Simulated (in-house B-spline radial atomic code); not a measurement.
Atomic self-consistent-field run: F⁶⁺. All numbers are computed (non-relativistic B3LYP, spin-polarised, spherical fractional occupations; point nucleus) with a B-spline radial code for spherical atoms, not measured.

Command:
```bash
python run_scf.py task.json out
```
Settings:
```
Z                9
configuration    [He] 2s1
hamiltonian      nr
method           b3lyp
spin_polarised   True
```

Output (hartree, bohr):
```
 radial grid: 37 intervals, B-splines of order 8, outer radius 5.9701 bohr

 iter        energy (Eh)    residual
    1         -81.505492    4.90e-01
    2         -82.316161    2.36e-02
    3         -82.317703    1.12e-02
    4         -82.318054    5.34e-03
    5         -82.318156    2.71e-04
    6         -82.318156    2.25e-06
    7         -82.318156    1.39e-08

 total energy                       -82.31816
 kinetic                              82.2225
 electron-nucleus                   -172.9796
 Hartree                              14.5913
 exact exchange                       -1.2225
 exchange-correlation                 -4.9299

 orbital      occ     eigenvalue          <r>       <r^2>       <1/r>     <1/r^3>       r_max
 1s up      1.000       -31.9559     0.174847    0.041116     8.66804           -      0.1143
 1s down    1.000       -31.8755     0.175035   0.0411853     8.65715           -      0.1144
 2s up      1.000        -6.4715     0.774564    0.700403     1.89477           -      0.6626
```

Time taken, with all properties: 0.06 s on 1 thread of Arm Neoverse V1, with other jobs on the host.
